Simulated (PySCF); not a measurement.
**Adding and removing an electron: NaCa**

PBE; basis Na x2c-SVPall, Ca x2c-SVPall; spin-free X2C with a Gaussian nucleus; PySCF 2.14. Neutral (UKS): doublet (σ ↑), Re = 3.671 Å, ωe = 112 cm⁻¹, De = 0.34 eV, HOMO -2.77 eV, LUMO -2.23 eV.

NaCa⁺ (UKS): singlet (closed shell), Re = 3.539 Å, ωe = 136 cm⁻¹, De = 1.06 eV to Na⁺ + Ca. The energies at the minima are -842.44243 hartree for NaCa and -842.27463 for NaCa⁺.

(1) Work out the adiabatic ionisation energy, without and with harmonic zero-point energies (1 hartree = 27.2114 eV, 1 eV = 8065.5 cm⁻¹), and the change of the bond length.

Closed-shell solutions of metal pairs were not tested for spin polarisation, which can lower them a little. Weak bonds: NaCa. Basis-set superposition, not corrected here, can be much of De in a small basis, most of all at correlated wavefunction levels. For an ion De counts to the pair picked by the measured ionisation energies or electron affinities, which need not be the lowest pair at this level. States were picked by a PBE0 search and need not be the measured ground states.

Answers

(1) At PBE: 0.16780 hartree = 4.566 eV between the minima; the zero-point term (136.0 − 112.0)/2 cm⁻¹ = +0.001 eV makes it 4.568 eV. Re changes by -13.2 pm against the neutral. The electron leaves a σ orbital, and the shorter bond of the ion fits an antibonding orbital, or a change in how ionic the bond is.
